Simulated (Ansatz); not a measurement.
Cost and result for the atomization energy of C2H6AlBO (11 atoms, 12 bonds).

```xyz
11

O    -1.0313   -1.0461   -0.2860
C     0.3774   -0.3640   -0.4126
Al    1.2162   -0.2753    1.2736
B    -0.9349    0.5073   -0.1781
C    -0.0975    0.5675   -1.4868
H    -1.0799   -1.4677    0.5890
H     2.4901    0.6064    1.5752
H     0.4351   -1.2081    2.3052
H    -1.4931    1.1329    0.6620
H    -0.4281    0.1142   -2.4193
H     0.5459    1.4329   -1.6220
```

The species carries charge 0 and has multiplicity 1. The bonds changed during the relaxation, so this is another structure than the one it started from. The geometry is a stationary point of PBE0-D4/def2-TZVP. It is one conformer, not always the lowest. Program: Ansatz. All runs use 4 threads of an Arm Neoverse V1 on a shared host. Times are those of one run each, without the atoms' runs, and a repeat can differ threefold. Electronic energies, without spin–orbit coupling; frozen cores. CCSD(T)/CBS adds CCSD(T) − MP2 in def2-TZVPP to the MP2 limit, and its time is that of the two runs behind it. T1 = 0.014. B3LYP takes the VWN-RPA correlation (the form of Gaussian; ORCA's B3LYP/G).

CCSD(T)/CBS is a level of theory with its own doubt, some kJ/mol a heavy atom from the limit and from the frozen cores, so smaller differences don't rank the functionals.

| level | functions | wall time |
| --- | --- | --- |
| PBE-D4/def2-TZVPP (with forces) | 250 | 2.6 s |
| PBE0-D4/def2-TZVPP | 250 | 2.9 s |
| B3LYP-D4/def2-TZVPP (with forces) | 250 | 4.5 s |
| r2SCAN-D4/def2-TZVPP (with forces) | 250 | 5.5 s |
| B2PLYP/def2-TZVPP | 250 | 5.5 s |
| ωB97X-V/def2-TZVPP | 250 | 8 s |
| ωB97M-V/def2-TZVPP (with forces) | 250 | 12 s |
| MP2/def2-QZVPP | 478 | 23 s |
| CCSD(T)/def2-TZVPP | 250 | 120 s |
| CCSD(T)/CBS(def2) | – | 2.3 min |

Q: What atomization energy does each give, and how far from CCSD(T)/CBS? (Best estimate.)

A: The calculation gave: 
| level | atomization (kcal/mol) | difference from CCSD(T)/CBS | per bond |
| --- | --- | --- | --- |
| PBE-D4/def2-TZVPP (with forces) | 954.9 | 25.7 | 2.1 |
| PBE0-D4/def2-TZVPP | 936.3 | 7.1 | 0.6 |
| B3LYP-D4/def2-TZVPP (with forces) | 928.1 | -1.1 | -0.1 |
| r2SCAN-D4/def2-TZVPP (with forces) | 940.4 | 11.2 | 0.9 |
| B2PLYP/def2-TZVPP | 919.6 | -9.6 | -0.8 |
| ωB97X-V/def2-TZVPP | 933.9 | 4.7 | 0.4 |
| ωB97M-V/def2-TZVPP (with forces) | 936.2 | 7.0 | 0.6 |
| MP2/def2-QZVPP | 939.7 | 10.5 | 0.9 |
| CCSD(T)/def2-TZVPP | 905.6 | -23.6 | -2.0 |
| CCSD(T)/CBS(def2) | 929.2 | 0.0 | 0.0 |

From PBE to PBE0 (25 % exact exchange), in def2-TZVPP and without D4, the atomization energy moves by −17.7 kcal/mol: exact exchange takes away binding that semilocal exchange gives to molecules. The D4 term adds +8.4 kcal/mol with B3LYP and +4.3 kcal/mol with PBE0; it sums over pairs of atoms, weighted by their polarisabilities, and B3LYP, whose exchange is more repulsive, gets the larger term. In def2-TZVPP, CCSD(T) changes the Hartree–Fock value by +239.7 kcal/mol (the triples alone add +16.6 kcal/mol) and MP2 by +259.8 kcal/mol; breaking electron pairs costs correlation energy, which Hartree–Fock lacks.
